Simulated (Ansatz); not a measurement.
`[F][GeH2][SiH2]Cl` + `BN[SiH2][SiH3]` → `BN([SiH2][SiH3])[SiH2]Cl` + `[F][GeH3]`  (cleavage of the Si–Ge bond)

Program: Ansatz. Geometries: PBE0-D4/def2-TZVP. ΔE: electronic, gas phase. CBS: MP2 limit from def2 TZ/QZ plus the TZ coupled-cluster correction, frozen cores. DFT in def2-TZVPP. For Ge outer-core shells are correlated without core-valence functions, which leaves a few kJ/mol of doubt a bond. Scalar relativity is left out up to krypton. Each species was taken in one conformer, which may not be the lowest.

```csv
level,ΔE (eV)
PBE,-0.24
PBE0,-0.33
```

What does CCSD(T)/CBS give? (An estimate is asked.)

Ansatz gave: -0.54 eV. The listed levels differ from it by 0.30, 0.21 eV.

Largest T1 diagnostic among the species: 0.013.

From PBE to PBE0 (25 % exact exchange), in def2-TZVPP and without D4, ΔE moves by −0.08 eV. The D4 term adds −0.15 eV with B3LYP and −0.09 eV with PBE0; it sums over pairs of atoms, weighted by their polarisabilities, and B3LYP, whose exchange is more repulsive, gets the larger term.

B3LYP here is the variant with VWN-RPA as its local correlation; programs differ in this.
